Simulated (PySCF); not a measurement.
Predicted microwave data (PySCF, PBE0-D3(BJ)/def2-SVP geometry optimisation, gas phase) for one isomer of C2H4ClNSi:

| Property | Result |
| --- | --- |
| Rotational constants | A = 4838, B = 1857, C = 1446 MHz |
| Dipole components | \|μa\| = 1.79 D, \|μb\| = 3.71 D, \|μc\| = 0.51 D |
| Inertial defect | -26.92 u·Å² |
| κ | -0.76 |

Question: Which candidate fits, each taken in the one conformer that was computed?
A. `[N:1]#[C:2][SiH2:3][CH2:4][Cl:5]` with C2–Si3–C4–Cl5 -62°
B. `[N:1]#[C:2][CH2:3][SiH2:4][Cl:5]` with C2–C3–Si4–Cl5 -65°

Answer: A. It is N#C[SiH2]CCl, an asymmetric top, point group C1. The candidates at the same level (rigid rotor, commonest isotopes):

```
      SMILES  A (MHz)  B (MHz)  C (MHz)  μa (D)  μb (D)  μc (D)  Δ (u·Å²)  point group           rotor
N#C[SiH2]CCl     4838     1857     1446    1.79    3.71    0.51    -26.92           C1  asymmetric top
N#CC[SiH2]Cl     5342     1802     1464    1.56    3.71    1.07    -29.80           C1  asymmetric top
```

`N#CC[SiH2]Cl` has A 10 % too high. No structure here is proved a minimum.
